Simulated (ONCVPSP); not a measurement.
**An all-electron radial function and its pseudo partner (chlorine (Cl))**

Columns: radius, all-electron u(r) and pseudo u(r) of the 2p shell (level -191.63 eV) of chlorine in the configuration [He] 2s2 2p6 3s2 3p5; PBE, scalar-relativistic, ONCV scheme, ONCVPSP 4.0.1.

```
r (bohr)  all-electron  pseudo
   0.042        0.1962  0.0971
   0.085        0.5659  0.3661
   0.128        0.9220  0.7298
   0.170        1.1935  1.0858
   0.212        1.3766  1.3683
   0.255        1.4799  1.5407
   0.298        1.5137  1.5951
   0.340        1.4958  1.5624
   0.382        1.4416  1.4804
   0.425        1.3614  1.3765
   0.467        1.2683  1.2716
   0.510        1.1653  1.1652
   0.552        1.0624  1.0621
   0.595        0.9585  0.9582
   0.638        0.8589  0.8586
   0.680        0.7671  0.7669
   0.722        0.6820  0.6818
   0.765        0.6021  0.6019
   0.807        0.5312  0.5310
   0.850        0.4658  0.4656
   0.892        0.4088  0.4086
   0.935        0.3568  0.3567
   0.977        0.3119  0.3118
   1.020        0.2712  0.2711
   1.062        0.2362  0.2362
   1.105        0.2048  0.2047
```

(1) How many radial nodes do the two functions have?

(2) At about which radius was the pseudo-wave matched?

(3) Where does each function peak?

(4) Is the pseudo-wave norm-conserving?

## Answers

(1) The all-electron 2p function has n − l − 1 = 0; the pseudo-wave has 0.

(2) 0.55 bohr, where the columns begin to agree (steps of 0.04 bohr).

(3) Outermost all-electron maximum near 0.30 bohr, pseudo maximum near 0.30 bohr (to the table’s step).

(4) Yes: the ONCV scheme keeps the norm inside the radius equal to the all-electron one, which fixes the energy derivative of the logarithmic derivative at the level.
